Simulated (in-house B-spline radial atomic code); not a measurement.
# How G0W0 and RPA depend on the start: the antimony ion Sb³⁹⁺

Configuration [Ne] 3s2. Computed with a B-spline radial code for spherical atoms: all electrons, non-relativistic, point nucleus, each spin shell either full or empty, empty states to l = 9 with an (l + 1/2)⁻⁴ tail; G0W0 by contour deformation at full frequency.

Without relativity these are model numbers: it shifts the levels of so heavy an element strongly and can reorder them.

| start | mean-field 3s (eV) | G0W0 (eV) | QP weight | RPA correlation (Eh) |
| --- | --- | --- | --- | --- |
| Hartree-Fock | -2724.76 | -2730.76 | 0.986 | -0.90992 |
| PBE | -2696.91 | -2732.29 | 0.974 | -1.0393 |
| BHandHLYP | -2711.78 | ? | ? | ? |
| BLYP | -2697.45 | -2732.30 | 0.974 | -1.04 |
| CAM-B3LYP | -2705.30 | ? | ? | ? |

Problem. What G0W0 level, weight and RPA correlation energy follow from the CAM-B3LYP start?

Solution. G0W0 level -2731.85 eV, weight 0.978, RPA correlation -0.99618 hartree.

Problem. What G0W0 level, weight and RPA correlation energy follow from the BHandHLYP start?

Solution. G0W0 level -2731.45 eV, weight 0.981, RPA correlation -0.96208 hartree.

Problem. How much of the dependence on the start does G0W0 remove?

Solution. The mean-field levels span 27.8 eV and the G0W0 levels 1.54 eV. Against 2815 ± 4 eV (NIST, tabulated theory) the G0W0 removal energies are off by -84.24 to -82.70 eV, with relativity, Breit and QED terms left out.
